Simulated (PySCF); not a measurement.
# NaAs and its ions

r²SCAN; Na def2-SVP, As def2-SVP; no relativity (PySCF 2.14). Neutral (UKS): triplet (π ↑↑), Re = 2.763 Å, ωe = 222 cm⁻¹, De = 1.33 eV, HOMO -3.64 eV, LUMO -2.08 eV.

NaAs⁺ (UKS): quartet (σ ↑, π ↑↑), Re = 3.217 Å, ωe = 101 cm⁻¹, De = 0.26 eV to Na⁺ + As. The energies at the minima are -2397.76415 hartree for NaAs and -2397.53855 for NaAs⁺.

**Question.** Work out the adiabatic ionisation energy, without and with harmonic zero-point energies (1 hartree = 27.2114 eV, 1 eV = 8065.5 cm⁻¹), and the change of the bond length.

**Answer.** At r²SCAN: 0.22560 hartree = 6.139 eV between the minima; the zero-point term (101.0 − 222.0)/2 cm⁻¹ = -0.008 eV makes it 6.131 eV. Re changes by +45.4 pm against the neutral. The electron leaves a σ orbital, and the ion is left as a loose complex of an ion and an atom.

Weak bonds: NaAs⁺. Basis-set superposition, not corrected here, can be much of De in a small basis, most of all at correlated wavefunction levels. Spin–orbit coupling is left out. For an ion De counts to the pair picked by the measured ionisation energies or electron affinities, which need not be the lowest pair at this level. States were picked by a PBE0 search and need not be the measured ground states.
